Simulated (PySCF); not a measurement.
Choosing a molecule for a target property.

Species are written as SMILES; each is one conformer at its optimised geometry, gas phase, non-relativistic unless stated. Electronic properties by PySCF.

The conformers computed, where there is a choice (atom-mapped SMILES and torsion angles):
- `[CH3:1][Si@:2]([SiH3:3])([C:4]#[N:5])[C:6]([NH2:7])=[O:8]`: C1–Si2–C6–N7 94°, H–N7–C6–Si2 180°, H–N7–C6–Si2 3°
- `[CH3:1][SiH2:2][SiH2:3][N:4]([SiH3:5])[SiH3:6]`: C1–Si2–Si3–N4 3°, Si2–Si3–N4–Si5 86°
- `[N:1]#[C:2][CH2:3][C:4](=[O:5])[Si@@H:6]([NH2:7])[SiH3:8]`: C2–C3–C4–O5 -114°, C3–C4–Si6–N7 -7°, H–N7–Si6–C4 168°, H–N7–Si6–C4 -54°
- `[CH2:1]=[N:2][Si:3]([Cl:4])([Cl:5])[C:6]#[C:7][CH3:8]`: C1–N2–Si3–Cl4 -1°
- `[CH3:1][NH:2][Si:3]([SiH3:4])([SiH3:5])[SiH3:6]`: C1–N2–Si3–Si4 60°

(1) Wanted: electronic spatial extent ⟨r²⟩ about the centre of nuclear charge below 1630 bohr² (CAM-B3LYP/def2-SVPD) and dipole moment below 2 D (CAM-B3LYP/def2-SVPD), at GFN2-xTB geometries. Which candidate meets both?
A. `C=N[Si](Cl)(Cl)C#CC`
B. `C[Si@]([SiH3])(C#N)C(N)=O`
C. `N#CCC(=O)[Si@@H](N)[SiH3]`
D. `C[SiH2][SiH2]N([SiH3])[SiH3]`

(2) Wanted: lowest triplet excitation (Tamm–Dancoff) below 4.3 eV (TDA CAM-B3LYP/def2-SVPD) and static isotropic polarisability below 104 au (CAM-B3LYP/def2-SVPD), at GFN2-xTB geometries. Which candidate meets both?
A. `N#CCC(=O)[Si@@H](N)[SiH3]`
B. `CN[Si]([SiH3])([SiH3])[SiH3]`
C. `C[SiH2][SiH2]N([SiH3])[SiH3]`
D. `C[Si@]([SiH3])(C#N)C(N)=O`

Answers

(1) B. Computed values:
```
                     species  electronic spatial extent ⟨r²⟩ about the centre of nuclear charge  dipole moment
   C[Si@]([SiH3])(C#N)C(N)=O                                                         1500 bohr²         1.31 D
   N#CCC(=O)[Si@@H](N)[SiH3]                                                         1616 bohr²         3.35 D
C[SiH2][SiH2]N([SiH3])[SiH3]                                                         1643 bohr²         0.47 D
         C=N[Si](Cl)(Cl)C#CC                                                         1875 bohr²         2.56 D
```

(2) A. Computed values:
```
                     species  lowest triplet excitation (Tamm–Dancoff)  static isotropic polarisability
   N#CCC(=O)[Si@@H](N)[SiH3]                                   2.85 eV                         103.1 au
   C[Si@]([SiH3])(C#N)C(N)=O                                   4.17 eV                         105.2 au
CN[Si]([SiH3])([SiH3])[SiH3]                                   4.51 eV                         139.6 au
C[SiH2][SiH2]N([SiH3])[SiH3]                                   5.17 eV                         124.4 au
```
